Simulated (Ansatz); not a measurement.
Gas-phase electronic energies from Ansatz, PBE0-D4/def2-TZVP geometries. CBS: MP2 limit from def2 TZ/QZ plus the TZ coupled-cluster correction, frozen cores. This one scheme is used for every species, atoms too. Functionals use def2-TZVPP. B3LYP here is the variant with VWN-RPA as its local correlation; programs differ in this. No spin–orbit coupling; open shells (•) take unrestricted orbitals. Spin–orbit coupling would lower the free atoms: a little for F. For Se outer-core shells are correlated without core-valence functions, so the limit isn't a true one: a few kJ/mol of doubt a bond, and 10 to 20 or more in all where bonds break to atoms. Scalar relativity is left out up to krypton. One conformer a species, not always the lowest.

`CO[SiH](F)[SeH]` + F• → `CO[Si](F)[SeH]`• + H–F  (hydrogen abstraction from the Si–H bond)

| level | ΔE (kcal/mol) |
| --- | --- |
| B3LYP | -43.6 |
| HF/def2-SVP | -13.4 |
| SCS-MP2/def2-TZVPP | -41.2 |
| MP2/CBS(def2) | -49.5 |

Problem. What does CCSD(T)/CBS give? (An estimate is asked.)

Solution. Ansatz gave: -43.2 kcal/mol. The listed levels differ from it by -0.4, 29.8, 2.0, -6.3 kcal/mol.

Largest T1 diagnostic among the species: 0.013.

From BLYP to BHLYP (50 % exact exchange), in def2-TZVPP and without D4, ΔE moves by +14.7 kcal/mol. In def2-TZVPP, CCSD(T) changes the Hartree–Fock value by −23.3 kcal/mol (the triples alone add −2.0 kcal/mol) and MP2 by −29.6 kcal/mol.

CCSD(T)/CBS has its own doubt, a few kJ/mol and more with outer-core shells, so smaller differences from it don't rank the levels.
